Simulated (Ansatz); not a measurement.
H2AlO2, charge +1, singlet, at a GFN2-xTB geometry (such geometries of metal compounds can be far from the true shape). Base run: HF/6-31G* (Ansatz, an electronic-structure program).

Geometry (Å):
```xyz
5

Al     0.0013     0.0234     0.0056
O      1.2375     0.1111    -1.0170
H      1.8816     0.6038    -1.5373
O     -1.2442    -0.2296     0.9885
H     -1.8452     0.0401     1.6917
```
Charge +1, spin multiplicity 1.
All else is at Ansatz's defaults.

Variants of this job, named by their change:

```csv
change,basis functions,E (Eh)
base,53,-392.60455
basis = STO-3G,21,-387.71420
basis = 3-21G,35,-390.47576
basis = def2-SVP,56,-392.43938
basis = 6-31+G*,65,-392.61359
basis = 6-311G**,75,-392.68136
basis = 6-311++G**,89,-392.68684
basis = aug-pcseg-1,91,-392.58091
"basis = 6-311+G(2d,p)",101,-392.69559
basis = cc-pV(T+d)Z,127,-392.71744
basis = def2-TZVPP,132,-392.72084
basis = def2-TZVPD,141,-392.71877
basis = aug-cc-pVTZ,188,-392.71498
```

Totals compare only among sets that treat the same electrons; sets with core potentials leave the core out.
